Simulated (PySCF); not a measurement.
**Energy of Zr⁺ (zirconium, charge +1) between two integer charges**

The 5s alpha orbital of [Kr] 4d2 5s1 is emptied in steps (occupation f), with all orbitals relaxed, ending at [Kr] 4d2. Calculation: PySCF 2.14, in def2-TZVPPD with the def2 core potential (28 electrons) (6s4p3d2f1g, 56 functions); scalar relativity through the core potential. The exact energy is a straight line in f; departures are measured from the line between the end points of the same method.

```csv
f,UHF (eV)
1,0.000
0.75,0.026
0.5,0.034
0.25,0.025
0,0.000
```

```tsv
method	E(f=0) − E(f=1) (eV)	−ε at f=1 (eV)	−ε at f=0.5 (eV)
UHF	12.300	12.445	12.296
```

Orbital energy along the path (eV):

```json
{"f": "1", "UHF": "-12.445"}
{"f": "0.75", "UHF": "-12.367"}
{"f": "0.5", "UHF": "-12.296"}
{"f": "0.25", "UHF": "-12.232"}
{"f": "0", "UHF": "-12.173"}
```

Reference removal energy between the ground levels: 13.13 eV (measured; NIST Atomic Spectra Database, ionization energies). The calculation has no spin-orbit coupling. UHF lacks correlation.
